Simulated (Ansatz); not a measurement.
Molecule: C$_{6}$H$_{4}$Br, charge 0, multiplicity 2. It need not be the lowest isomer of its formula. 
Structure (B3LYP-D3(BJ)/def2-TZVP (Ansatz, a program for electronic structure) minimum search):
SMILES: Brc1[c]cccc1
```xyz
11

C     -2.8706     0.1772    -0.1877
C     -2.2690    -1.0824    -0.0979
C     -0.9028    -1.1031    -0.0112
C     -0.0962    -0.0044    -0.0059
C     -0.6994     1.2500    -0.0955
C     -2.0855     1.3260    -0.1857
Br     1.7999    -0.1739     0.1203
H     -3.9481     0.2528    -0.2585
H     -2.8613    -1.9883    -0.0978
H     -0.0905     2.1441    -0.0941
H     -2.5557     2.2980    -0.2553
```
Charge 0, spin multiplicity 2.

Total electronic energies in hartree. Cores are frozen in the correlated levels unless marked. UHF or UKS for open shells. Spin-orbit coupling is left out. The frozen core is the preceding noble-gas configuration, with the filled d and f shells of earlier blocks. Non-relativistic. CBS marks a two-point X^-3 extrapolation of the correlation energy; Hartree-Fock from the larger set. The program attaches cautions to a run behind SCS-MP2/STO-3G: large difference. The program attaches cautions to a run behind CCSD/STO-3G: large difference. The program attaches cautions to a run behind CCSD(T)/STO-3G: large difference.

The UHF reference is spin-contaminated (<S^2> 0.61 over the pure value in the largest basis). 

| level | program | energy (Eh) |
|---|---|---|
| RI-HF/cc-pVQZ | Ansatz | -2802.03038 |
| BLYP-D4/def2-TZVPD | Ansatz + dftd4 | -2805.15798 |
| revPBE-D4/def2-TZVPD | Ansatz + dftd4 | -2804.95661 |
| B97M-V/def2-TZVPD | Ansatz | -2804.75021 |
| PBE0/6-31G* | Ansatz | -2804.24127 |
| BHLYP-D3(BJ)/def2-TZVPD | Ansatz + dftd3 | -2805.06269 |
| r2SCAN0-D4/def2-TZVPD | Ansatz + dftd4 | -2805.02730 |
| CAM-B3LYP-D4/def2-TZVPD | Ansatz + dftd4 | -2805.19825 |
| LC-wPBE-D3(BJ)/def2-TZVPD | Ansatz + dftd3 | -2804.67155 |
| RI-MP2/CBS(cc-pVTZ,cc-pVQZ) | Ansatz | -2803.1768 |
| SCS-MP2/STO-3G | Ansatz | -2771.63088 |
| CCSD/STO-3G | Ansatz | -2771.73390 |
| CCSD/6-31G* | Ansatz | -2802.45837 |
| CCSD(T)/STO-3G | Ansatz | -2771.74502 |
| CCSD(T)/CBS(cc-pVTZ,cc-pVQZ) | Ansatz | -2803.2952 |

Totals of different functionals don't rank their quality; only differences between species are comparable.
